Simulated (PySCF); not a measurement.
O2S, triplet, geometry from GFN2-xTB (a higher spin typed on purpose: for a closed-shell molecule this is an excited state); WB97X/def2-SVP (PySCF).

The PySCF input:
```python
from pyscf import gto, scf, dft

mol = gto.M(
    atom='''
O    -1.26683570    0.43646074   -0.02466647
S    -0.01836758   -0.37354518    0.01924988
O     1.30357086    0.31062963   -0.01383328
''',
    basis='def2-svp',
    spin=2,
    verbose=4,
)

mf = dft.UKS(mol)
mf.xc = 'wb97x'
mf.kernel()
```

Q: Predict the main parts of the log of this PySCF run.

A: 
```
PySCF version 2.14.0

[INPUT] verbose = 4
[INPUT] num. atoms = 3
[INPUT] num. electrons = 32
[INPUT] charge = 0
[INPUT] spin (= nelec alpha-beta = 2S) = 2
[INPUT] symmetry False subgroup None
[INPUT] Mole.unit = angstrom
[INPUT] Symbol           X                Y                Z      unit          X                Y                Z       unit  Magmom
[INPUT]  1 O     -1.266835700000   0.436460740000  -0.024666470000 AA   -2.393972517822   0.824791262725  -0.046612872760 Bohr   0.0
[INPUT]  2 S     -0.018367580000  -0.373545180000   0.019249880000 AA   -0.034709695771  -0.705898085351   0.036377001131 Bohr   0.0
[INPUT]  3 O      1.303570860000   0.310629630000  -0.013833280000 AA    2.463391909364   0.587004926875  -0.026141110604 Bohr   0.0

nuclear repulsion = 104.14850707268
number of shells = 20
number of NR pGTOs = 84
number of NR cGTOs = 46
basis = def2-svp
ecp = {}

******** <class 'pyscf.dft.uks.UKS'> ********
method = UKS
initial guess = minao
damping factor = 0
level_shift factor = 0
DIIS = <class 'pyscf.scf.diis.CDIIS'>
diis_start_cycle = 1
diis_space = 8
diis_damp = 0
SCF conv_tol = 1e-09
SCF conv_tol_grad = None
SCF max_cycles = 50
direct_scf = True
direct_scf_tol = 1e-13
number electrons alpha = 17  beta = 15
XC library pyscf.dft.libxc version 7.1.2
    S. Lehtola, C. Steigemann, M. J. T. Oliveira, and M. A. L. Marques,  SoftwareX 7, 1–5 (2018)
XC functionals = wb97x
    J.-D. Chai and M. Head-Gordon,  J. Chem. Phys. 128, 084106 (2008)
radial grids:
    Treutler-Ahlrichs [JCP 102, 346 (1995); DOI:10.1063/1.469408] (M4) radial grids

becke partition: Becke, JCP 88, 2547 (1988); DOI:10.1063/1.454033
pruning grids: <function nwchem_prune>
grids dens level: 3
symmetrized grids: False
atomic radii adjust function: <function treutler_atomic_radii_adjust>
small_rho_cutoff = 0
Set gradient conv threshold to 3.16228e-05
tot grids = 47048
init E= -548.686661779572

cycle= 1 E= -548.033098733477  delta_E= 0.654  |g|= 0.605  |ddm|= 1.75
cycle= 2 E= -547.963560058862  delta_E= 0.0695  |g|= 0.77  |ddm|= 1.05
cycle= 3 E= -548.191741874154  delta_E= -0.228  |g|= 0.0333  |ddm|= 0.569
cycle= 4 E= -548.192705051415  delta_E= -0.000963  |g|= 0.015  |ddm|= 0.0468
cycle= 5 E= -548.193025299966  delta_E= -0.00032  |g|= 0.00575  |ddm|= 0.0282
cycle= 6 E= -548.193120098788  delta_E= -9.48e-05  |g|= 0.00241  |ddm|= 0.0187
cycle= 7 E= -548.193139064715  delta_E= -1.9e-05  |g|= 0.000818  |ddm|= 0.00911
cycle= 8 E= -548.193141112568  delta_E= -2.05e-06  |g|= 0.000249  |ddm|= 0.00301
cycle= 9 E= -548.193141273631  delta_E= -1.61e-07  |g|= 0.000239  |ddm|= 0.000851
cycle= 10 E= -548.19314130823  delta_E= -3.46e-08  |g|= 6.66e-05  |ddm|= 0.000274
cycle= 11 E= -548.193141313735  delta_E= -5.51e-09  |g|= 1.64e-05  |ddm|= 0.000136
cycle= 12 E= -548.193141314138  delta_E= -4.03e-10  |g|= 9.4e-06  |ddm|= 4.38e-05
Extra cycle  E= -548.193141314182  delta_E= -4.39e-11  |g|= 8.53e-06  |ddm|= 1.71e-05
converged SCF energy = -548.193141314182  <S^2> = 2.0176276  2S+1 = 3.0117288
```
